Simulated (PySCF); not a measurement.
# Two-component Hartree-Fock for Ag¹⁴⁺ (silver, charge +14)

Start: [Ar] 3d10 4s2 4p3; 4p1/2 filled at m_j = -1/2, +1/2; 4p3/2 filled at m_j = +3/2. Calculated with PySCF 2.14 in an uncontracted even-tempered set (18 s from 0.66 bohr⁻², ratio 2.8; 14 p from 0.86 bohr⁻², ratio 2.8; 9 d from 1.5 bohr⁻², ratio 2.8; 4 f from 5.4 bohr⁻², ratio 3): generalised Hartree-Fock with the X2C-1e Hamiltonian and a Gaussian nucleus; spin-orbit coupling (SO) screened by Boettger's factors.

```
spinor shell  electrons  ε, screened SO (eV)  weight of nominal j (screened SO)  rms radius, screened SO (bohr)
       1s1/2          2             -25981.7                              1.000                          0.0357
       2s1/2          2              -4196.2                              1.000                           0.146
       2p1/2          2              -3914.2                              1.000                           0.127
       2p3/2          4              -3735.9                              1.000                           0.131
       3s1/2          2              -1066.1                              1.000                           0.390
       3p1/2          2              -952.93                              0.998                           0.384
       3d3/2          4              -720.75                              0.988                           0.369
       3d5/2          6              -713.74                              0.992                           0.372
       4s1/2          2              -392.85                              1.000                           0.874
       4p1/2          2              -354.51                              0.850                           0.908
       4p3/2          1              -349.16                              1.000                           0.924
```

(1) Where does 3p3/2 lie, and what is the 3p spin-orbit splitting (screened SO)?

```tsv
quantity	screened SO
E (hartree)	-5244.08299
M_J	3/2
⟨J²⟩	3.768
⟨L²⟩	0.734
⟨S²⟩	2.893
```

Each row is a mean over spinors that exchange with the open shell spreads, by up to 15.936 eV (4s1/2).

Rows whose weight is well below 1 are mixtures of j = l ± 1/2: exchange outweighs spin-orbit coupling there, and the label is only the starting occupation.

Breit and QED terms are absent; they matter most for the inner s and p1/2 levels.

Densities and radii are taken from the X2C orbitals without a picture-change correction, which distorts them close to the nucleus.

Answers

(1) At -918.80 eV, 34.129 eV above 3p1/2.
